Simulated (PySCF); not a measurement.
A series of related molecules.

All values: PBE0/pcSseg-1 (PySCF) at GFN2-xTB geometries, gas phase, one conformer each.

Question: Rank by the lowest Hirshfeld charge on any atom, highest value first.
A. `C=CO[Si@H]1CCOC1`
B. `C=CO[C@H]1CCO[SiH2]1`
C. `[SiH2]1CCOC[C@H]1OC=C`

Answer: C (-0.168 e), A (-0.194 e), B (-0.242 e).

Question: Rank by LUMO energy, highest first.
A. `C=CO[C@@H]1CO[SiH2]C1`
B. `C=CO[Si@H]1CCOC1`
C. `C=CO[C@@H]1COCC[SiH2]1`

Answer: C (0.82 eV), A (0.65 eV), B (0.44 eV).

Question: Rank by HOMO energy, lowest first.
A. `C=CO[C@@H]1CO[SiH2]C1`
B. `C=CO[C@@H]1COCC[SiH2]1`
C. `O1C[Si@@H](OC=C)CC1`

Answer: C (-7.06 eV), A (-6.86 eV), B (-6.62 eV).

All values together:

```
                SMILES    formula  μ (D)  HOMO (eV)  LUMO (eV)  lowest IAO charge (e)  highest IAO charge (e)  lowest Hirshfeld charge (e)  highest Hirshfeld charge (e)
 C=CO[C@@H]1CO[SiH2]C1  C5H10O2Si   1.86      -6.86       0.65             -0.652 (O)             +1.002 (Si)                   -0.241 (O)                   +0.403 (Si)
  C=CO[C@H]1CCO[SiH2]1  C5H10O2Si   1.12      -6.73       0.53             -0.655 (O)             +0.975 (Si)                   -0.242 (O)                   +0.391 (Si)
C=CO[C@@H]1COCC[SiH2]1  C6H12O2Si   1.26      -6.62       0.82             -0.560 (C)             +0.727 (Si)                   -0.168 (C)                   +0.326 (Si)
      C=CO[Si@H]1CCOC1  C5H10O2Si   1.66      -7.06       0.44             -0.590 (C)             +1.093 (Si)                   -0.194 (O)                   +0.422 (Si)
```

Conformers: `[CH2:1]=[CH:2][O:3][C@@H:4]1[CH2:5][O:6][SiH2:7][CH2:8]1` with C1–C2–O3–C4 1°, C2–O3–C4–C5 -166°, O3–C4–C5–O6 -85°, C4–C5–O6–Si7 -14°, C5–O6–Si7–C8 -7°, O6–Si7–C8–C4 25°; `[CH2:1]=[CH:2][O:3][C@H:4]1[CH2:5][CH2:6][O:7][SiH2:8]1` with C1–C2–O3–C4 0°, C2–O3–C4–C5 176°, O3–C4–C5–C6 154°, C4–C5–C6–O7 -37°, C5–C6–O7–Si8 25°, C6–O7–Si8–C4 -4°; `[CH2:1]=[CH:2][O:3][C@@H:4]1[CH2:5][O:6][CH2:7][CH2:8][SiH2:9]1` with C1–C2–O3–C4 0°, C2–O3–C4–C5 -162°, O3–C4–C5–O6 -178°, C4–C5–O6–C7 74°, C5–O6–C7–C8 -73°, O6–C7–C8–Si9 55°; `[CH2:1]=[CH:2][O:3][Si@H:4]1[CH2:5][CH2:6][O:7][CH2:8]1` with C1–C2–O3–Si4 -4°, C2–O3–Si4–C5 79°, O3–Si4–C5–C6 104°, Si4–C5–C6–O7 31°, C5–C6–O7–C8 -52°, C6–O7–C8–Si4 44°.
